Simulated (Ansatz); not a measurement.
Mulliken charges of C$_{2}$H$_{5}$FSi (`FC1C[SiH2]1`) from r2SCAN/def2-TZVPP in Ansatz (PBE0-D4/def2-TZVP geometry).

```json
{"atom": "F1", "x (Å)": "-1.490", "y (Å)": "0.960", "z (Å)": "0.999", "charge (e)": "-0.231"}
{"atom": "C2", "x (Å)": "-0.767", "y (Å)": "0.511", "z (Å)": "-0.077", "charge (e)": "0.110"}
{"atom": "C3", "x (Å)": "0.747", "y (Å)": "0.596", "z (Å)": "0.052", "charge (e)": "-0.233"}
{"atom": "Si4", "x (Å)": "0.096", "y (Å)": "-1.141", "z (Å)": "-0.093", "charge (e)": "0.262"}
{"atom": "H5", "x (Å)": "-1.178", "y (Å)": "0.901", "z (Å)": "-1.005", "charge (e)": "0.052"}
{"atom": "H6", "x (Å)": "1.084", "y (Å)": "0.850", "z (Å)": "1.055", "charge (e)": "0.088"}
{"atom": "H7", "x (Å)": "1.292", "y (Å)": "1.120", "z (Å)": "-0.725", "charge (e)": "0.069"}
{"atom": "H8", "x (Å)": "0.196", "y (Å)": "-1.892", "z (Å)": "-1.362", "charge (e)": "-0.065"}
{"atom": "H9", "x (Å)": "0.108", "y (Å)": "-1.952", "z (Å)": "1.139", "charge (e)": "-0.052"}
```

By hand: the dipole of these point charges (1 e Å = 4.8032 D).

Σ q r = (0.216, -0.180, -0.256) e Å, of length 0.380 e Å = 1.83 D.

How does the dipole of the full density compare? (Best estimate.)

Ansatz gave: (0.236, -0.110, -0.232) e Å, 1.68 D; the point charges give 1.09 times that, at 11° from its direction.

Point charges leave out the atoms' own dipoles, such as those of lone pairs, and Mulliken's split depends on the basis, so the close match here is no proof of good charges.
